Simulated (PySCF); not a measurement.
TiCl₄: from structure and modes to constants

Method: PBE0/[Ti def2-TZVP, Cl def2-TZVP], no relativity, density fitting, PySCF.

The singlet minimum has Td symmetry. Masses (u): Ti 47.94795, Cl 34.96885.

```xyz
5
charge 0 multiplicity 1, angstrom
Ti    0.0000    0.0000    0.0000
Cl    1.2489    1.2489    1.2489
Cl   -1.2489    1.2489   -1.2489
Cl    1.2489   -1.2489   -1.2489
Cl   -1.2489   -1.2489    1.2489
```

Harmonic wavenumbers (cm⁻¹): 115.0 (e, ×2), 136.7 (t2, ×3), 396.3 (a1, ×1), 511.1 (t2, ×3).

(1) Find the principal moments of inertia and the rotational constants. What kind of rotor is it?

(2) What is the harmonic zero-point energy?

## Answers

(1) About the centre of mass I = 436.38, 436.38, 436.38 u Å². With B = 16.8576/I this gives 0.03863, 0.03863, 0.03863 cm⁻¹. The molecule is a spherical top.

(2) Half the sum of all 9 wavenumbers, 2570/2 = 1285 cm⁻¹, which is 15.4 kJ/mol (1 cm⁻¹ = 0.0119627 kJ/mol).

Other isomers or separated fragments may lie lower.
